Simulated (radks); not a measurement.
The numbers below are computed, except where a source is named.
Spherical quantum dot in the effective-mass picture: electrons in a parabolic well V = omega^2 r^2 / 2 with omega = 3.85, all in effective atomic units (hartree* = m*/eps^2 hartree, bohr* = eps/m* bohr), one dielectric constant everywhere. Level of theory: non-relativistic Kohn-Sham, LDA (Slater exchange, Perdew-Wang correlation), spin-polarised, spherical densities (a radial shooting solver with Libxc functionals). Levels are named by radial order and angular momentum (1s, 1p, 1d, 2s, ...), and open shells are averaged over m.

N = 36, configuration 1s2 1p6 1d10 2s2 1f14 2p(up 2, down 0). This is the lowest configuration that the search found. Occupied and some empty levels:

level    occupation  eigenvalue (hartree*)  <r> (bohr*)
1s up             1                 37.110       0.7797
1s down           1                 37.177       0.7851
1p up             3                 39.220        1.006
1p down           3                 39.259        1.009
1d up             5                 41.469        1.171
1d down           5                 41.497        1.171
2s up             1                 41.705        1.049
2s down           1                 41.764        1.045
1f up             7                 43.862        1.300
1f down           7                 43.888        1.299
2p up             2                 44.285        1.174
2p down           0                 44.349        1.174
1g up             0                 46.395        1.408
1g down           0                 46.423        1.407
2d up             0                 46.993        1.291
2d down           0                 47.043        1.293
3s up             0                 47.224        1.219
3s down           0                 47.271        1.219

Energy (hartree*): total 1023.74, kinetic 163.97, external 396.50, Hartree 498.13, exchange-correlation -34.868.
